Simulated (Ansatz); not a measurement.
SnH3O2 (SMILES [OH][SnH][OH]): the energy to break a bond

The species is SnH3O2 (6 atoms), meant as a doublet with charge 0. SMILES: `[OH][SnH][OH]`. Geometry: optimised at B3LYP/def2-SVP. This is one conformer, not always the lowest.

```xyz
6

O    -1.3064   -0.6930   -0.2417
Sn    0.4129    0.2846   -0.6493
O     1.4153   -0.0107    1.0594
H    -1.8866   -0.7833   -1.0116
H     0.1449    2.0352   -0.6235
H     1.2618   -0.8967    1.4207
```

Wanted: the dissociation energy of the H4–O1 bond into doublet H and singlet SnH2O2 (shapes relaxed at B3LYP/def2-SVP, no zero-point term). 1 Eh = 2625.50 kJ/mol = 27.2114 eV. Totals in Eh; open shells run unrestricted unless said.

```
                                level  program       SnH3O2  doublet H  singlet SnH2O2
    USVWN5/def2-TZVP (core potential)   Ansatz  -365.205004  -0.478344     -364.581919
  U-r2SCAN/def2-TZVP (core potential)   Ansatz  -366.630985  -0.499927     -365.990071
UCAM-B3LYP/def2-TZVP (core potential)   Ansatz  -366.556542  -0.498811     -365.912565
```

**Question.** Work out the dissociation energy at each level.

**Answer.** 
1. USVWN5/def2-TZVP (core potential): (-0.478344) + (-364.581919) − (-365.205004) = 0.144741 Eh = 380.0 kJ/mol = 3.94 eV.
2. U-r2SCAN/def2-TZVP (core potential): (-0.499927) + (-365.990071) − (-366.630985) = 0.140987 Eh = 370.2 kJ/mol = 3.84 eV.
3. UCAM-B3LYP/def2-TZVP (core potential): (-0.498811) + (-365.912565) − (-366.556542) = 0.145166 Eh = 381.1 kJ/mol = 3.95 eV.

The levels span 370 to 381 kJ/mol; no measured value is set beside them. A fragment with an even electron count was run as a singlet and may have a lower triplet. A bond enthalpy at 298 K also holds the loss of zero-point energy and thermal terms.
